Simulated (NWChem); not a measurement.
System meant: AlN2H4F; SMILES [Al]([NH2])([NH2])[F]

NWChem input:

```
start job
memory heap 200 mb stack 900 mb global 1100 mb
geometry units angstroms noautoz
  Al     0.027001    -0.000008     0.000000
  F      1.694542     0.004759     0.000000
  N     -0.794165    -1.560707     0.000000
  H     -1.795975    -1.706845     0.000000
  H     -0.312664    -2.451912     0.000000
  N     -0.802704     1.556187     0.000000
  H     -1.805283     1.696938     0.000000
  H     -0.325991     2.449963     0.000000
end
basis spherical
  Al library def2-svp
  F library def2-svp
  N library def2-svp
  H library def2-svp
end
dft
  xc b3lyp
  iterations 4
  mulliken
end
task dft energy
```

End of the output:

```
    Atom       Charge   Shell Charges
 -----------   ------   -------------------------------------------------------
    1 Al  13    12.55   2.00  1.92  0.46  0.17  5.81  0.97  0.59  0.62
    2 F    9     9.24   1.98  1.01  0.77  3.23  2.26  0.00
    3 N    7     7.24   1.97  0.70  0.44  2.26  1.86  0.02
    4 H    1     0.93   0.59  0.21  0.13
    5 H    1     0.93   0.59  0.21  0.13
    6 N    7     7.24   1.97  0.70  0.44  2.26  1.86  0.02
    7 H    1     0.93   0.59  0.21  0.13
    8 H    1     0.93   0.59  0.21  0.13

 center of mass
 --------------
 x =   0.00000000 y =   0.00000000 z =   0.14361872

 moments of inertia (a.u.)
 ------------------
         280.905211454374           0.000000000000          -0.000000000000
           0.000000000000         587.899241714638           0.000000000000
          -0.000000000000           0.000000000000         306.994030260264

     Multipole analysis of the density
     ---------------------------------

     L   x y z        total         alpha         beta         nuclear
     -   - - -        -----         -----         ----         -------
     0   0 0 0      0.000000    -20.000000    -20.000000     40.000000

     1   1 0 0      0.000000      0.000000      0.000000      0.000000
     1   0 1 0     -0.000000     -0.000000     -0.000000      0.000000
     1   0 0 1     -1.000158     -0.500079     -0.500079      0.000000

     2   2 0 0    -17.373380   -101.195131   -101.195131    185.016881
     2   1 1 0      0.000000      0.000000      0.000000      0.000000
     2   1 0 1     -0.000000     -0.000000     -0.000000      0.000000
     2   0 2 0    -21.831254    -10.915627    -10.915627      0.000000
     2   0 1 1      0.000000      0.000000      0.000000      0.000000
     2   0 0 2    -22.222806    -85.149595    -85.149595    148.076384

 ------------------------------------------------------------------------
 dft energy failed                                                                                  0
 ------------------------------------------------------------------------
 ------------------------------------------------------------------------
  current input line :
    24: task dft energy
 ------------------------------------------------------------------------
 ------------------------------------------------------------------------
 This type of error is most commonly associated with calculations not reaching convergence criteria
 ------------------------------------------------------------------------
 For more information see the NWChem manual at https://nwchemgit.github.io

0:dft energy failed:Received an Error in Communication
```

**Question.** What is wrong, and how is it mended?

**Answer.** The run did not converge; its last values are not results. Cause: the SCF was allowed too few iterations. This input runs:
```
start job
memory heap 200 mb stack 900 mb global 1100 mb
geometry units angstroms noautoz
  Al     0.027001    -0.000008     0.000000
  F      1.694542     0.004759     0.000000
  N     -0.794165    -1.560707     0.000000
  H     -1.795975    -1.706845     0.000000
  H     -0.312664    -2.451912     0.000000
  N     -0.802704     1.556187     0.000000
  H     -1.805283     1.696938     0.000000
  H     -0.325991     2.449963     0.000000
end
basis spherical
  * library def2-svp
end
dft
  xc b3lyp
  iterations 150
  mulliken
end
task dft energy
```
It converges to -454.11432 Ha (B3LYP/def2-SVP).
